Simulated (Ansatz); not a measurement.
Sn2Te (the lowest singlet isomer of a short search) was relaxed with r2SCAN-D4 (def2-SVP) in Ansatz in these states: neutral quintet, neutral singlet, neutral triplet. The geometries follow in no particular order.

In the def2 sets Sn, Te take a core potential; there is no spin–orbit coupling.

A:

```xyz
3

Sn   -0.029    1.596    0.826
Sn   -1.478   -0.967   -0.331
Te    1.507   -0.629   -0.495
```

B:

```xyz
3

Sn   -1.343   -0.988   -0.026
Sn    1.500   -0.478    0.548
Te   -0.158    1.466   -0.521
```

C:

```xyz
3

Sn    1.6287   -0.1243   -0.1789
Sn   -0.7859    1.3801   -0.4215
Te   -0.8427   -1.2557    0.6004
```

Q: Judge from the bond lengths which geometry belongs to which state (an estimate).

A: A is the neutral quintet (Sn1–Sn2 3.164 Å, Sn2–Te3 3.009 Å, Sn1–Te3 3.009 Å); B is the neutral singlet (Sn1–Sn2 2.945 Å, Sn2–Te3 2.770 Å, Sn1–Te3 2.770 Å); C is the neutral triplet (Sn1–Sn2 2.855 Å, Sn2–Te3 2.828 Å, Sn1–Te3 2.828 Å).

At PBE0-D4/def2-TZVP a singlet lies 2.58 eV below the neutral quintet. At PBE0-D4/def2-TZVP a singlet lies 0.62 eV below the neutral triplet. These are the stationary points nearest to one start from a short search; other shapes may lie lower in each state.
